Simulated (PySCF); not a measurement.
## Cd₂S₂: fields on a plane

These are results of PBE0/[Cd def2-TZVP with ECP28, S def2-TZVP], scalar-relativistic core potentials, density fitting, no spin–orbit coupling, PySCF, not measurements.

The singlet minimum has Cd–S 2.439 Å (×4); Cd–S–Cd 69.4° (×2), S–Cd–S 110.6° (×2).

The plane holds Cd1 at (0.00, 0.00), Cd2 at (2.78, 0.00), S3 at (1.39, 2.01), S4 at (1.39, -2.01) Å. Columns run from x = -1.95 to 4.95 Å, rows from y = 4.35 (top) to -4.05 Å, in steps of 0.3 Å. Other isomers or separated fragments may lie lower. Core electrons replaced by a potential are absent, the electrostatic potential uses the reduced nuclear charge, and values within about 0.7 Å of such atoms have no physical meaning.

**Question.** Give the lowest empty orbital (Å^-3/2) at -3.43 eV (cut at ±0.3; overall sign arbitrary). Lower edges of the bins (Å^-3/2): '_' -0.279, '.' -0.221, ':' -0.163, '-' -0.105, '=' -0.047, '+' 0.010, '*' 0.068, '#' 0.126, '%' 0.184, '@' 0.242; top 0.30, each point printed twice.

**Answer.** 
```
==============++++++++++++++++++================
==========++++++++++++++++++++++++++============
======++++++++++++++++++++++++++++++++++========
==++++++++++++++++++++++++++++++++++++++++++====
++++++++++++++++++++******++++++++++++++++++++++
++++++++++++++++++**********++++++++++++++++++++
++++++++++++++++++**********++++++++++++++++++++
++++++++++++++++++++++--++++++++++++++++++++++++
++++++++++++++++======@@++====++++++++++++++++++
++++********++++==::..::..::--++++**********++++
**************++==::______::--++**************++
****########****==--......::==++**########******
**####%%%%####**++==--::::--++****##%%%%####****
**##%%%%%%**==++++==------==++++==++##%%%%##****
**##%%%%##::::++**++==--====**++==__**%%%%####**
**##%%%%##::::++**++==--====**++==__**%%%%####**
**##%%%%%%**==++++==------==++++==++##%%%%##****
**####%%%%####**++==--::::--++****##%%%%####****
****########****==--......::==++**########******
**************++==::______::--++**************++
++++********++++==::..::..::--++++**********++++
++++++++++++++++======@@++====++++++++++++++++++
++++++++++++++++++++++--++++++++++++++++++++++++
++++++++++++++++++**********++++++++++++++++++++
++++++++++++++++++**********++++++++++++++++++++
++++++++++++++++++++******++++++++++++++++++++++
==++++++++++++++++++++++++++++++++++++++++++====
======++++++++++++++++++++++++++++++++++========
==========++++++++++++++++++++++++++============
```

**Question.** Give the electron localisation function (set to 0 where the density is under 0.005 e/Å³). Lower edges of the bins: '0' 0.000, '1' 0.089, '2' 0.178, '3' 0.267, '4' 0.356, '5' 0.445, '6' 0.533, '7' 0.622, '8' 0.711, '9' 0.800; top 0.89.

**Answer.** 
```
000000000000000000000000
000000000122211000000000
000000012455543100000000
000000125788875310000000
000000247899997521000000
000001368999998631000000
000001468951388742000000
000012478619538752100000
000123578464918863210000
001233578705159754321000
001222247874688532221100
011112222577763222211100
011123542134322454211100
001247897311126888521100
001258008521148408631100
001258008521148408631100
001247897311126888521100
011123542134322454211100
011112222577763222211100
001222247874688532221100
001233578705159754321000
000123578464918863210000
000012478619538752100000
000001468951388742000000
000001368999998631000000
000000247899997521000000
000000125788875310000000
000000012455543100000000
000000000122211000000000
```
